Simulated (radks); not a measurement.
Values are calculated unless marked as measured or tabulated.
Problem. Coherent X-ray form factor from a spherical all-electron density. Level of theory: non-relativistic Kohn-Sham, PBEsol, spin-polarised, spherical densities, point nucleus (a radial shooting solver on a logarithmic mesh with Libxc functionals).

sin(theta)/lambda (1/angstrom)  f0 (electrons)
0.05                                     4.938
0.1                                      4.760
0.15                                     4.487
0.2                                      4.150
0.25                                     3.780
0.3                                      3.409
0.4                                      2.744
0.5                                      2.245
0.6                                      1.911
0.8                                      1.560
1                                        1.380
1.25                                     1.195
1.5                                      1.011
2                                        0.685

The species is in the configuration that NIST lists as its ground one. Which atom or ion scatters so?

Solution. The oxygen ion O3+, [He] 2s2 2p1. Extrapolating in s^2 from the first two rows gives f0(0) = 5.0, near the electron count 5; among species with that count, the fall with angle is slower the higher Z, and the table is that of Z = 8; from so few rows the species is fixed only to a neighbour or two.
